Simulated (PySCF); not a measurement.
C₃H₈FNSi, SMILES C=C(F)C[SiH2]N. Atoms are numbered in the order given.

```xyz
14

C      2.4482     0.1699     0.7361
C      1.3118     0.3471     0.0635
F      0.7092     1.5663     0.1079
C      0.5259    -0.6315    -0.7360
Si    -1.2054    -0.9684    -0.0174
N     -2.1225     0.4918    -0.1834
H      2.9527    -0.7959     0.7155
H      2.8851     0.9872     1.3118
H      1.0767    -1.5816    -0.8063
H      0.3805    -0.2440    -1.7601
H     -1.0056    -1.4826     1.3773
H     -1.8750    -2.0460    -0.8030
H     -1.6670     1.3586     0.0905
H     -3.1112     0.5095     0.0479
```

Geometry: B3LYP-D3(BJ)/def2-SVP. The structure was generated by enumeration, and PubChem lists no compound with its InChIKey, so it may never have been made. The values are those of a single conformer.

Calculation: TDDFT-ωB97X/def2-SVPD (PySCF 2.14.0).

Vertical excitations. Isolated molecule, no solvent.

Computed lowest excited states:
| state | energy (eV) | λ (nm) | f | main pairs |
|---|---|---|---|---|
| S1 | 6.84 | 181 | 0.048 | HOMO−1→LUMO 48 %, HOMO−1→LUMO+2 29 %, HOMO→LUMO 10 % |
| S2 | 7.09 | 175 | 0.360 | HOMO→LUMO 64 %, HOMO→LUMO+2 19 % |
| S3 | 7.29 | 170 | 0.126 | HOMO→LUMO+1 71 % |
| S4 | 7.70 | 161 | 0.018 | HOMO−1→LUMO+1 49 %, HOMO−1→LUMO+4 23 % |
| S5 | 8.15 | 152 | 0.013 | HOMO→LUMO+2 30 %, HOMO→LUMO+3 13 %, HOMO→LUMO+1 12 %, HOMO→LUMO+7 8 % |
| S6 | 8.27 | 150 | 0.013 | HOMO−1→LUMO+2 36 %, HOMO−1→LUMO 19 %, HOMO→LUMO+2 6 %, HOMO−1→LUMO+1 6 % |
| S7 | 8.31 | 149 | 0.033 | HOMO−1→LUMO+3 35 %, HOMO−1→LUMO 11 %, HOMO→LUMO+3 9 %, HOMO→LUMO+5 8 % |
| S8 | 8.43 | 147 | 0.025 | HOMO→LUMO+5 30 %, HOMO−1→LUMO+3 19 %, HOMO→LUMO+3 8 %, HOMO→LUMO+7 7 % |
| S9 | 8.63 | 144 | 0.051 | HOMO→LUMO+4 67 % |
| S10 | 8.79 | 141 | 0.050 | HOMO−1→LUMO+5 24 %, HOMO−2→LUMO 21 %, HOMO−1→LUMO+4 6 % |
| T1 | 4.42 | 280 | 0 | HOMO→LUMO 42 %, HOMO→LUMO+2 35 % |
| T2 | 6.57 | 189 | 0 | HOMO−1→LUMO 46 %, HOMO−1→LUMO+2 29 % |
| T3 | 7.18 | 173 | 0 | HOMO→LUMO+1 57 %, HOMO→LUMO 14 % |
| T4 | 7.52 | 165 | 0 | HOMO−1→LUMO+1 43 %, HOMO−1→LUMO+4 23 % |
Triplets are in the Tamm–Dancoff approximation, which puts them higher than full response would, so one can lie above its singlet here.
